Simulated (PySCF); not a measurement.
Ge(H)(OH)2(NH2) (GeH5NO2), SMILES [NH2][GeH]([OH])[OH]. The structure is a stationary point at PBE-D3(BJ)/def2-SVP. This is a generated structure with no PubChem entry under its InChIKey; it may be hypothetical. One conformer was computed; it need not be the lowest.

Computed with PBE-D3(BJ)/def2-SVP (PySCF 2.14.0).

Harmonic wavenumbers (cm⁻¹): 104, 172, 203, 229, 265, 345, 514, 653, 670, 688, 705, 731, 868, 897, 918, 1487, 2087, 3452, 3554, 3710, 3731. Rotational constants (GHz): 5.690, 5.239, 3.392; symmetry number 1.

Q: Work out the zero-point energy and the ideal-gas rigid-rotor harmonic-oscillator thermochemistry at 298.15 K and 1 atm.

A: ZPE = ½ Σ hcν = ½ × 25984 cm⁻¹ = 155.42 kJ/mol. H − E(el) = 176.39 kJ/mol. Entropy in J/(mol K): translation 168.83, rotation 106.97, vibration 63.92, total 339.72. G − E(el) = 75.10 kJ/mol. Cp = 107.99 J/(mol K). Modes under 150 cm⁻¹ make the vibrational entropy uncertain.
